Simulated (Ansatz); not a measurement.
Species: [Cd(F)(NH2)] (charge 0, multiplicity 1).

**Question.** Give a relaxed geometry from PBE-D3(BJ)/def2-SVP run with Ansatz (an electronic-structure program).

**Answer.** This is not unique; one that fits is the end point of this relaxation, one of several conformers.
Cartesian coordinates (Å) in one orientation:
```xyz
5

Cd     0.115     0.072     0.066
F     -1.356     1.024     0.905
N      1.528    -1.077    -0.804
H      2.384    -1.039    -0.229
H      1.802    -0.641    -1.699
```
